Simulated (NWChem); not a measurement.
# stibine (SbH$_{3}$); SMILES [SbH3]

```xyz
4

Sb     0.0000     0.0000     0.0329
H     -0.3436     1.3691    -0.9290
H      1.3574    -0.3870    -0.9290
H     -1.0138    -0.9821    -0.9290
```
Atoms are numbered in this order, from 1.

Level: PBE0-D3(BJ)/def2-TZVP with def2 effective core potentials on Sb (NWChem), optimised geometry, unscaled harmonic frequencies. def2 effective core potentials on Sb; no spin-orbit coupling.

```tsv
frequency (cm⁻¹)	IR intensity (km/mol)
805	56.3
848	18.1
848	18.1
1964	120.2
1971	165.4
1971	165.4
```

```json
{
  "zero_point_energy": "12.0 kcal/mol",
  "thermal correction to the enthalpy at 298.15 K (with zero-point energy)": "14.5 kcal/mol",
  "heat capacity Cv": "7.8 cal/(mol K)",
  "entropy at 298.15 K and 1 atm (symmetry number 3)": "55.6 cal/(mol K)"
}
```

Rigid rotor and harmonic oscillator.
